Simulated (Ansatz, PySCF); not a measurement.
Here is a job for PySCF.
```python
from pyscf import gto, scf, dft

mol = gto.M(
    atom='''
C     1.28089259    0.21169350    0.68335560
S     0.01499802    0.28322653   -0.56655118
C    -1.30390679   -0.64629964    0.18600725
H     1.54226619   -0.82365746    0.90480822
H     2.15771555    0.74065689    0.31689816
H     0.93231569    0.67887698    1.60539170
H    -0.98486767   -1.67128238    0.37976291
H    -2.15303809   -0.65232660   -0.49358934
H    -1.59627479   -0.19625504    1.13537012
''',
    basis='def2-svp',
    charge=1,
    spin=1,
    verbose=4,
)

mf = dft.UKS(mol)
mf.xc = 'b3lyp'
mf.grids.atom_grid = (99, 590)
mf.grids.prune = None
mf.kernel()
```

Question: Write the same job for Ansatz (a first-principles code).

Answer: This is not unique; one that fits is 
Ansatz 0.2 input:
```yaml
crystal:
  periodic: [false, false, false]
  atoms:
    - {symbol: C, position_ang: [1.28089259, 0.21169350, 0.68335560]}
    - {symbol: S, position_ang: [0.01499802, 0.28322653, -0.56655118]}
    - {symbol: C, position_ang: [-1.30390679, -0.64629964, 0.18600725]}
    - {symbol: H, position_ang: [1.54226619, -0.82365746, 0.90480822]}
    - {symbol: H, position_ang: [2.15771555, 0.74065689, 0.31689816]}
    - {symbol: H, position_ang: [0.93231569, 0.67887698, 1.60539170]}
    - {symbol: H, position_ang: [-0.98486767, -1.67128238, 0.37976291]}
    - {symbol: H, position_ang: [-2.15303809, -0.65232660, -0.49358934]}
    - {symbol: H, position_ang: [-1.59627479, -0.19625504, 1.13537012]}
basis:
  gaussian:
    orbitals: def2-SVP
hamiltonian:
  xc: b3lyp
total_charge: 1
magnetization: {spin_polarized: true, initial_magnetization: 1}
accuracy: high
```

Both were run: PySCF gave -477.528684 Eh and Ansatz -477.528685 Eh, 0.000 mEh apart.
